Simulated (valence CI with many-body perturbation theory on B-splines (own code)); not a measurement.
The numbers below are computed, except where a source is named.
Ir⁶³⁺: what the settings do

Method: relativistic CI+MBPT: four valence electrons over a frozen Dirac-Fock core [Ne], radial functions for each j: 6 s, 6 p, 5 d, 3 f, 1 g, with the one-electron correlation potential Σ1 (screened to all orders), the two-electron term Σ2, the three-electron term Σ3, Breit, model QED; selected single and double excitations, second order for the rest, scaled by the run's own slope (own B-spline code, finite nucleus).

The last digits are not significant, and no measured levels were compared; by estimate large intervals hold to a few tenths of a per cent, small ones and those within an open d or f shell to about a per cent.

The reference run has the lowest level (3s^2 3p1/2^2) J=0 and an ionisation energy of 7275.38 eV. Its largest variational space holds 10000 state functions.

Levels are named by their leading jj configuration (3d3/2^4 stands for four electrons in 3d with j = 3/2), which in mixed levels can hold well under half, so a name can repeat and another be missing.

Changed runs:
A. Davidson tolerance 2e-05 → 0.0003
B. scale of Σ1 1 → 0; scale of Σ2 1 → 0; three-electron term on → off
C. Breit term on → off; QED terms on → off
D. correlating orbitals by l 3 3 3 2 1 → 2 2 1 1 0; natural orbitals for correlation on → off (bad on purpose)

Excitation energies of the reference run in cm⁻¹, and shifts in cm⁻¹:

```csv
Level,Reference,A,B,C,D
(3s^2 3p1/2 3p3/2) J=1,3409430,0,-3097,+38876,-928
(3s^2 3p1/2 3p3/2) J=2,3487990,0,-2716,+43583,-321
(3s 3p1/2^2 3p3/2) J=2,4862530,0,-692,+47508,-988
(3s 3p1/2^2 3p3/2) J=1,5093130,0,+1552,+46107,-59
(3s^2 3p1/2 3d3/2) J=2,5277070,0,+1632,+59823,-69
(3s^2 3p1/2 3d3/2) J=1,5655540,0,+8062,+53732,+1662
(3s^2 3p1/2 3d5/2) J=2,6232810,0,+3183,+73206,+131
(3s^2 3p1/2 3d5/2) J=3,6244120,0,+2204,+80573,+659
(3s 3p1/2^2 3d3/2) J=1,6766470,0,+4900,+58777,-69
(3s 3p1/2^2 3d3/2) J=2,6828500,0,+5223,+62371,+244
(3s^2 3p3/2^2) J=2,6959400,0,-5553,+79159,-1002
(3s^2 3p3/2^2) J=0,7131060,0,-4940,+74232,-293
Ionisation energy (eV),7275.38,0,-1.09,+12.03,-0.47
```

No effect on these energies: A.
